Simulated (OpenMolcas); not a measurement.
**Ir5+ in a point-charge field**

Ir5+ among 4 point charges of -2.5 e arranged as a square (D4h), 1.97 Å from the ion.

* Program: OpenMolcas
* Method: CASSCF
* Basis: ANO-RCC-VDZP [7s6p4d2f]
* Scalar Hamiltonian: DKH2, point nucleus
* Active space: 4 electrons in 5 orbitals (5d)
* State averaging: 2S+1 = 5 even, 5 roots; 2S+1 = 3 even, 45 roots; 2S+1 = 1 even, 50 roots
* Spin-orbit coupling: RASSI with atomic mean-field integrals over the reference wave functions

The lowest spin-free states (labels of D4, the rotations of D4h), above the lowest:

```
State  Degeneracy  E (cm-1)  Free-ion L (%)
  5B1           1       0.0         D (100)
  5B2           1      9884         D (100)
  3A2           1     16596          F (44)
   3E           2     18195          F (36)
   3E           2     19618          H (43)
  3B1           1     21565          H (60)
  3A2           1     24009          G (34)
  3A1           1     24034          G (52)
  3B1           1     24984          F (50)
  1A1           1     26345          I (73)
   1E           2     26459          I (65)
  1B1           1     26592          I (57)
  1B2           1     27433          I (31)
   5E           2     27576         D (100)
   3E           2     29764          H (44)
  1A1           1     30330          D (52)
  3B2           1     31243          H (35)
   3E           2     31630          F (42)
  3B2           1     32002          F (40)
   1E           2     32050          I (32)
```

The lowest levels with spin-orbit coupling:

```csv
E (cm-1),Degeneracy,Label,2S+1,g
0.0,1,A1,5 (76 %),
1629,1,A2,5 (88 %),
3882,2,E,5 (87 %),0.00 0.00 1.49
4898,1,B1,5 (86 %),
12169,1,B2,5 (53 %),
13932,2,E,5 (69 %),0.00 0.00 5.44
15754,1,A1,5 (65 %),
16798,1,A2,5 (84 %),
18307,2,E,3 (72 %),0.00 0.00 1.85
18319,1,B1,3 (75 %),
19090,1,B2,3 (52 %),
19289,1,A1,3 (53 %),
21711,1,A1,3 (73 %),
22353,1,A1,3 (67 %),
22370,2,E,3 (74 %),0.00 0.00 0.21
22961,1,B2,3,
23223,1,B1,3,
23952,2,E,3,0.00 0.00 0.47
25679,1,A1,3 (65 %),
26123,2,E,3 (65 %),0.00 0.00 2.06
```

Powder χT (cm3 K/mol): 0.00154 at 2 K, 0.0077 at 10 K, 0.0385 at 50 K, 0.077 at 100 K, 0.154 at 200 K, 0.231 at 300 K. The effective moment at 300 K is 2.828 √(χT) = 1.36 μB.

Spin-orbit coupling mixes the spin-free states strongly: the lowest level takes only 59 % from its leading state, 5B1. Without dynamic correlation the repulsion within the d shell is too large (B by tens of per cent), so at a given field states of lower spin stand too high. Point charges give a weaker field than real ligands, and real ions of this kind are as a rule low spin; the high spin found here belongs to the model. This is an electrostatic model: the charges have no orbitals. No measured value stands beside these numbers.

The RASSCF and RASSI steps took 21 s on 1 thread of Arm Neoverse V2, on a shared host; the integral step is not counted.

With an even number of electrons the g values are those of a degenerate or nearly degenerate non-Kramers pair.
